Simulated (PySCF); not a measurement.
C3H7ClSi, SMILES C=C(Cl)[SiH2]C. The structure is a stationary point at PBE-D3(BJ)/def2-SVP. One conformer was computed; it need not be the lowest.

Computed equilibrium geometry at PBE-D3(BJ)/def2-SVP (PySCF confirms it by a frequency run) as a Z-matrix (one conformer of several):
```
Si
H 1 1.5051
H 1 1.5063 2 109.12
C 1 1.8847 2 110.33 3 123.27
H 4 1.1083 1 110.73 2 -176.75
H 4 1.1084 5 108.53 1 -122.25
H 4 1.1084 5 108.25 6 -117.58
C 1 1.8936 2 108.29 3 -116.42
C 8 1.3460 1 126.68 2 116.60
H 9 1.1016 8 119.38 1 -0.41
H 9 1.1020 10 118.13 8 179.89
Cl 8 1.7669 9 120.06 10 -179.90
```
